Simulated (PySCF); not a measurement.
# Potential energy of KBe⁺ along the bond

Set-up: basis K pcseg-1, Be pcseg-1; no relativity; PySCF 2.14. Energies in eV from K⁺ + Be in their ground configurations at the same level. State: ¹Σ⁺ (singlet), closed shell.

All columns are M06-2X. A positive dipole points towards Be; it is taken about the centre of mass and depends on that origin.

```csv
R (Å),E (eV),μ (D),Mulliken charge on K (basis-dependent),HOMO (eV),LUMO (eV),Mayer bond order,⟨S²⟩
3.026,-0.149,-0.23,0.80,-11.96,-5.28,0.35,0.00
3.167,-0.199,-0.34,0.82,-11.82,-5.28,0.34,0.00
3.308,-0.224,-0.49,0.83,-11.68,-5.26,0.31,0.00
3.413,-0.232,-0.62,0.85,-11.57,-5.26,0.29,0.00
3.519,-0.232,-0.76,0.86,-11.46,-5.25,0.26,0.00
3.625,-0.228,-0.91,0.88,-11.36,-5.24,0.24,0.00
3.765,-0.216,-1.13,0.89,-11.22,-5.23,0.20,0.00
3.941,-0.198,-1.41,0.91,-11.06,-5.23,0.17,0.00
4.152,-0.174,-1.77,0.93,-10.86,-5.23,0.13,0.00
4.434,-0.143,-2.24,0.95,-10.62,-5.25,0.10,0.00
```

A fit through these points gives, at Re = 3.472 Å, μ = -0.70 D and dμ/dR = -1.34 D/Å; the reduced mass is 7.319 u.

Problem. How strong is the fundamental in the double-harmonic approximation, I = 42.26·(dμ/dR)²/μred km/mol?

Solution. I = 42.26·(-1.34)²/7.319 = 10.4 km/mol at M06-2X.

Closed-shell solutions of metal pairs were not tested for spin polarisation, which can lower them a little. The bond is weak. Basis-set superposition, not corrected here, can be much of De in a small basis, most of all at correlated wavefunction levels. For an ion De counts to the pair picked by the measured ionisation energies or electron affinities, which need not be the lowest pair at this level.
